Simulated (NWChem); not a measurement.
System: C₄H₇F; SMILES CC/C=C\F

```xyz
12

C      0.2790     2.1323     0.3977
C      0.2348     0.9281    -0.5386
C     -0.7946    -0.0837    -0.1455
C     -0.5515    -1.3576     0.1492
F      0.6741    -1.8852     0.1114
H      1.0239     2.8693     0.0607
H      0.5421     1.8290     1.4226
H     -0.6967     2.6421     0.4430
H      0.0180     1.2766    -1.5645
H      1.2215     0.4421    -0.5802
H     -1.8402     0.2342    -0.0771
H     -1.3113    -2.0882     0.4416
```
Atoms are numbered in this order, from 1.

All runs: NWChem. Pople sets run with spherical d functions. All runs use the structure optimised with PBE0/def2-SVP. Level: PBE/6-31G* with SMD (1 M gas to 1 M solution), gas-phase geometry.

Among these, which solvent gives the lowest value of “dipole in solution (D)”?
(A) ethylene glycol
(B) water
(C) benzene
(D) acetonitrile

C, benzene. Values: benzene 1.17; acetonitrile 1.34; ethylene glycol 1.34; water 1.34
